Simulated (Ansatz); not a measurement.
Isolated molecules relaxed with PBE0-D4/def2-TZVP in Ansatz; ΔE leaves out vibrations. CCSD(T)/CBS adds triple-zeta CCSD(T) − MP2 to the extrapolated MP2 energy (def2 sets, frozen cores). This one scheme is used for every species. Functionals use def2-TZVPP. B3LYP here is the variant with VWN-RPA as its local correlation; programs differ in this. Each species was taken in one conformer, which may not be the lowest.

Consider the substitution at a C–C bond: `CCC[SiH3]` + `CBN` → `CBNC[SiH3]` + ethane.

| level | ΔE (kcal/mol) |
| --- | --- |
| PBE-D4 | 7.9 |
| r2SCAN-D4 | 8.8 |
| PBE0-D4 | 8.6 |
| B3LYP | 7.7 |
| CCSD/def2-TZVPP | 9.1 |
| HF/def2-QZVPP | 8.8 |
| MP2/def2-QZVPP | 9.9 |
| SCS-MP2/def2-QZVPP | 9.3 |

Task: What does CCSD(T)/CBS give? (An estimate is asked.)

Result: The calculation gave: +9.3 kcal/mol. The listed levels differ from it by -1.4, -0.5, -0.7, -1.6, -0.2, -0.5, 0.6, 0.0 kcal/mol.

Largest T1 diagnostic among the species: 0.012.

From PBE to PBE0 (25 % exact exchange), in def2-TZVPP and without D4, ΔE moves by +0.8 kcal/mol.

CCSD(T)/CBS has its own doubt, a few kJ/mol and more with outer-core shells, so smaller differences from it don't rank the levels.
